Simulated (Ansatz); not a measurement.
System: C$_{5}$H$_{5}$S, net charge 0, doublet state. It need not be the lowest isomer of its formula. SMILES: s1c(c[c]c1)C
Structure (B3LYP-D3(BJ)/def2-TZVP (Ansatz, an electronic-structure program) minimum search):
```
C
C 1 1.3700
H 2 1.0798 1 123.83
C 2 1.4103 3 125.61 1 -180.00
C 4 1.3410 2 117.98 3 180.00
H 5 1.0762 4 131.52 2 180.00
C 1 1.4946 2 128.01 3 0.00
H 7 1.0900 1 109.76 2 0.00
H 7 1.0922 8 107.98 1 121.95
H 7 1.0922 8 107.98 9 116.10
S 1 1.7352 2 110.95 3 -180.00
```
Charge 0, spin multiplicity 2.

Parts of the frozen-core correlation energy in cc-pV(T+d)Z (Ansatz, hartree). Frozen orbitals: 10; correlated occupied orbitals by spin: 16 and 15; virtual: 233 and 234. Open shells are spin-unrestricted. No spin-orbit coupling. Non-relativistic.

```json
[
 {"term": "reference (HF)", "value": "-589.78439"},
 {"term": "MP2 opposite-spin", "value": "-0.68785"},
 {"term": "MP2 same-spin", "value": "-0.23365"},
 {"term": "CCSD correlation", "value": "-0.97754"},
 {"term": "(T)", "value": "-0.05330"},
 {"term": "T1 diagnostic", "value": "0.039"},
 {"term": "largest doubles amplitude", "value": "0.059"},
 {"term": "<S^2> of the reference", "value": "1.123"}
]
```
